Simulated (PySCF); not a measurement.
Species: C₂H₉BO.
Z-matrix (Å and degrees, GFN2-xTB geometry), rows numbered from 1:
```
B 
O   1  1.6591
C   2  1.4139  1  111.34
C   2  1.4139  1  111.37  3   125.78
H   1  1.1921  2  105.90  3   -62.84
H   1  1.1851  2  104.02  3   176.84
H   1  1.1852  2  104.01  3    57.50
H   3  1.0942  2  109.81  1  -176.02
H   3  1.0876  2  107.11  1   -56.72
H   3  1.0947  2  111.36  1    62.32
H   4  1.0947  2  111.36  1   -62.40
H   4  1.0942  2  109.78  1   175.95
H   4  1.0876  2  107.11  1    56.67
```

The closed-shell ground state was solved at several levels (PySCF, density fitting, gas phase, non-relativistic).

```csv
level,basis functions,total energy (Eh),HOMO (eV),LUMO (eV),gap (eV),dipole (D)
CAM-B3LYP/def2-SVPD,155,-181.4379,-9.46,1.01,10.47,4.64
B3LYP/pcJ-1,198,-181.6814,-7.78,0.68,8.46,4.82
PBE0/def2-SVPD,155,-181.3089,-7.98,0.40,8.38,4.59
```

Question: Estimate the row for PBE0/pcSseg-1, a basis of 113 functions; the other rows only guide the guess.

Answer: Total energy -181.4107 Eh, HOMO -7.95 eV, LUMO 0.96 eV, gap 8.91 eV, dipole 4.84 D.

Question: Over all these levels, which gives the widest orbital gap and which the narrowest?

Answer: CAM-B3LYP/def2-SVPD (range-separated hybrid) has the widest, 10.47 eV, and PBE0/def2-SVPD (global hybrid, 25 % exact exchange) the narrowest, 8.38 eV. The two share the basis. From the narrowest to the widest the HOMO moves by -1.48 eV and the LUMO by +0.61 eV.

Question: How far do the dipole and the HOMO energy spread over the levels?

Answer: The dipole runs from 4.59 to 4.84 D (mean 4.72 D) and the HOMO from -9.46 to -7.78 eV.
